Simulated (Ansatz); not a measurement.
Reaction (cleavage of the Si–Si bond): `N[Si](N)([SiH3])[SiH3]` + `[SiH3]P` → `[SiH3]P[SiH3]` + `N[SiH](N)[SiH3]`

Calculated with Ansatz (gas phase, PBE0-D4/def2-TZVP geometries, no zero-point term in ΔE). CCSD(T)/CBS adds triple-zeta CCSD(T) − MP2 to the extrapolated MP2 energy (def2 sets, frozen cores). This one scheme is used for every species. Functionals use def2-TZVPP. Each species was taken in one conformer, which may not be the lowest.

(1) Is it downhill or uphill in electronic energy at CCSD(T)/CBS, and by how much? (Estimate.)

(2) What do these levels give: r2SCAN-D4, ωB97X-V, HF/def2-TZVPP, MP2/def2-TZVPP, SCS-MP2/def2-QZVPP, CCSD/CBS(def2)? (Best estimate.)

Largest T1 diagnostic among the species: 0.013.

Results:

(1) Ansatz gave: Downhill: ΔE = -32.3 kJ/mol.

(2) The calculation gave: r2SCAN-D4 -29.4, ωB97X-V -30.0, HF/def2-TZVPP -36.4, MP2/def2-TZVPP -37.7, SCS-MP2/def2-QZVPP -37.4, CCSD/CBS(def2) -32.7 kJ/mol.

From PBE to PBE0 (25 % exact exchange), in def2-TZVPP and without D4, ΔE moves by −4.0 kJ/mol.
